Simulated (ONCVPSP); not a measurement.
**Configuration tests for Yb (ONCV)**

Yb (Z = 70), optimised norm-conserving Vanderbilt (ONCV), made with ONCVPSP 4.0.1 (PBE, scalar-relativistic). Core [Kr] 4d10 4f13, reference 5s2 5p6 5d1 6s1 (charge +1). Waves: 5s+6s: rc 1.56 bohr, ncon 4, nbas 9, qcut 6.5 1/bohr, 2 projectors; 5p: rc 1.52 bohr, ncon 5, nbas 8, qcut 7.7 1/bohr, 3 projectors, debl 1.3 Ha; 5d: rc 2.70 bohr, ncon 3, nbas 8, qcut 4.4 1/bohr, 2 projectors, debl 1.7 Ha; f scattering state at 0.38 Ha: rc 2.58 bohr, ncon 4, nbas 9, qcut 3.3 1/bohr, 2 projectors, debl 1.3 Ha. Local part: polynomial inside 1.40 bohr (lpopt 5, dvloc0 3 Ha). Core correction: none.

In the p channel the program set the typed energies aside and used -1.385, 0.250, 1.550 Ha.

Energies are relative to the spin-unpolarised reference configuration 5s2 5p6 5d1 6s1; without spin polarisation the order of configurations can differ from experiment.

```tsv
valence configuration	charge	ΔE all-electron (eV)	error AE − PS (meV)
5s2 5p6 5d1 6s0	+2	13.105	+13
5s2 5p6 5d0 6s0	+3	33.068	+16
```

(1) What are ΔE and the potential's error for 5s2 5p6 5d1 6s2?

(2) What are ΔE and the potential's error for 5s2 5p6 5d1 6s1.5?

Levels in the configuration 5s2 5p6 5d1 6s2:

```
level  all-electron (eV)  pseudo (eV)
   5s            -59.341      -59.283
   5p            -31.021      -30.977
   5d             -1.860       -1.856
   6s             -4.574       -4.585
```

Answers

(1) ΔE = -7.256 eV all-electron; the error (AE − PS) is +9.0 meV.

(2) ΔE = -4.316 eV all-electron; the error (AE − PS) is +3.4 meV.
